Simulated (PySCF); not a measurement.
A GIAO shielding run with PySCF (density fitting, non-relativistic, gas phase) on SMILES C[SiH2][Si@@](C)(O)C[SiH2]N, C$_{3}$H$_{15}$NOSi$_{3}$:

```
$ OMP_NUM_THREADS=1 python probes_run.py task.json out

{"job": {"kind": "nmr", "xc": "PBE0", "basis": "pcSseg-1"}, "charge": 0, "multiplicity": 1}
C     -2.916473     1.522726     0.277065
Si    -1.023006     1.343917     0.333226
Si    -0.323133    -0.754064    -0.333623
C     -1.351315    -2.184208     0.418273
O     -0.588678    -0.694582    -1.953180
C      1.512314    -1.169489    -0.005015
Si     2.766737     0.139745    -0.559443
N      2.746678     1.354100     0.662912
H     -3.238150     2.508409     0.601227
H     -3.401582     0.792578     0.919487
H     -3.288673     1.369303    -0.731965
H     -0.459807     2.449748    -0.463443
H     -0.612031     1.647451     1.721807
H     -2.400718    -2.093158     0.151713
H     -1.289939    -2.188263     1.501996
H     -1.011478    -3.157490     0.071422
H     -0.351926    -1.417529    -2.529059
H      1.754683    -2.105914    -0.510012
H      1.659166    -1.358207     1.056982
H      2.446646     0.590277    -1.925875
H      4.142496    -0.375241    -0.559505
H      3.365512     2.141904     0.562471
H      1.857926     1.664968     1.020855
```

Hardware: 1 thread of an Arm Neoverse V1, shared host. The job also computes population analyses, field gradients.

Problem. How large is the calculation?

Solution. 90 electrons, 232 basis functions and 1271 auxiliary functions.

Problem. How long does it take, and how much memory does it need?

Solution. 53 s of wall time, with 13 SCF cycles and 4 response iterations; peak memory 1.1 GiB. Times on a shared host scatter by some tens of per cent.
